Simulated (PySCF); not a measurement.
C₂H₃O₂ (SMILES [CH2-]C(=O)O), charge -1, singlet, geometry from GFN2-xTB (in this run its highest filled SCF level lies above zero, so its values depend strongly on the basis, on diffuse functions most of all); PBE0/6-31G, TDA run with PySCF.

PySCF was given this input:
```python
from pyscf import gto, scf, dft, tdscf

mol = gto.M(
    atom='''
C     0.11500632    0.05201120   -0.05302050
O     0.26258741    1.21666153   -0.49561643
O    -1.20825450   -0.24327257    0.45360888
H    -1.68617274    0.58417768    0.31791387
C     0.98094306   -0.97998349    0.03343690
H     0.68003939   -1.92741954    0.44895840
H     1.99577385   -0.87603609   -0.31331037
''',
    basis='6-31g',
    charge=-1,
    verbose=3,
)

mf = dft.RKS(mol)
mf.xc = 'pbe0'
mf.kernel()
td = mf.TDA()
td.nstates = 15
td.kernel()
td.analyze()
```

Question: Predict the main parts of the log of this PySCF run.

Answer: 
```
converged SCF energy = -228.130954921914
Excitation energies (eV)
[ 5.83040005  7.34338535  7.39154627  7.42314364  7.62592513  8.25386075
  8.2576776   9.46191686  9.62678018  9.99141832 10.36187905 10.76882994
 10.76909451 10.89951051 10.95578225]

** Singlet excitation energies and oscillator strengths **
Excited State   1:      5.83040 eV    212.65 nm  f=0.0003
Excited State   2:      7.34339 eV    168.84 nm  f=0.0005
Excited State   3:      7.39155 eV    167.74 nm  f=0.1359
Excited State   4:      7.42314 eV    167.02 nm  f=0.0003
Excited State   5:      7.62593 eV    162.58 nm  f=0.0000
Excited State   6:      8.25386 eV    150.21 nm  f=0.4017
Excited State   7:      8.25768 eV    150.14 nm  f=0.0015
Excited State   8:      9.46192 eV    131.03 nm  f=0.0788
Excited State   9:      9.62678 eV    128.79 nm  f=0.0246
Excited State  10:      9.99142 eV    124.09 nm  f=0.0006
Excited State  11:     10.36188 eV    119.65 nm  f=0.1552
Excited State  12:     10.76883 eV    115.13 nm  f=0.0000
Excited State  13:     10.76909 eV    115.13 nm  f=0.0070
Excited State  14:     10.89951 eV    113.75 nm  f=0.0021
Excited State  15:     10.95578 eV    113.17 nm  f=0.0002
```
